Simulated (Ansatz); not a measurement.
Sc3N3, 6 atoms. Hardware: 4 threads of Arm Neoverse V2 on a shared host.

Correlated methods freeze 18 core orbitals; core or outer-core shells of Sc are correlated, in sets that lack core-valence functions.

(1) How many basis functions does each of these Ansatz runs have, and roughly what does it cost? MP2/def2-TZVP, charge 0 singlet, energy, from earlier orbitals; PBE-D4/def2-TZVP, charge 0 singlet, energy and forces, from earlier orbitals; PBE-D4/def2-SVP, charge 0 singlet, energy, from earlier orbitals; r2SCAN-D4/def2-TZVP, charge 0 singlet, energy, from earlier orbitals; LDA (SPW92)/def2-TZVP, charge 0 singlet, energy, from earlier orbitals; CCSD(T)/def2-SVP, charge 0 singlet, energy, from earlier orbitals; PBE-D4/def2-SVP, charge 0 singlet, relaxation, 21 steps; PBE0-D4/def2-SVP, charge 0 singlet, energy, from earlier orbitals; B3LYP-D4/def2-TZVP, charge 0 singlet, energy, from earlier orbitals; HF/STO-3G, charge 0 singlet, energy; PBE0-D4/def2-TZVP, charge 0 singlet, energy, from earlier orbitals; B2PLYP/def2-TZVP, charge 0 singlet, energy, from earlier orbitals.

Results:

(1) Other jobs shared the machine, so times can vary by a factor of up to 3. A dash marks memory too small to be measured apart from the calling script's.

| run | functions | fitting or Cholesky vectors | wall time | peak host memory (GiB) |
| --- | --- | --- | --- | --- |
| HF/STO-3G, charge 0 singlet, energy | 69 | 871 | 0.85 s | – |
| LDA (SPW92)/def2-TZVP, charge 0 singlet, energy, from earlier orbitals | 228 | 1809 | 1.9 s | – |
| PBE-D4/def2-SVP, charge 0 singlet, energy, from earlier orbitals | 135 | 1662 | 2.3 s | – |
| PBE0-D4/def2-SVP, charge 0 singlet, energy, from earlier orbitals | 135 | 1466 | 3.2 s | – |
| PBE-D4/def2-TZVP, charge 0 singlet, energy and forces, from earlier orbitals | 228 | 1809 | 4 s | – |
| B3LYP-D4/def2-TZVP, charge 0 singlet, energy, from earlier orbitals | 228 | 2124 | 6 s | 0.91 |
| PBE0-D4/def2-TZVP, charge 0 singlet, energy, from earlier orbitals | 228 | 2124 | 8.5 s | 0.91 |
| r2SCAN-D4/def2-TZVP, charge 0 singlet, energy, from earlier orbitals | 228 | 1809 | 9 s | – |
| B2PLYP/def2-TZVP, charge 0 singlet, energy, from earlier orbitals | 228 | 1908 | 11 s | 0.7 |
| MP2/def2-TZVP, charge 0 singlet, energy, from earlier orbitals | 228 | 1908 | 28 s | 1.1 |
| PBE-D4/def2-SVP, charge 0 singlet, relaxation, 21 steps | 135 | 1662 | 52 s | – |
| CCSD(T)/def2-SVP, charge 0 singlet, energy, from earlier orbitals | 135 | 1466 | 73 s | 1 |
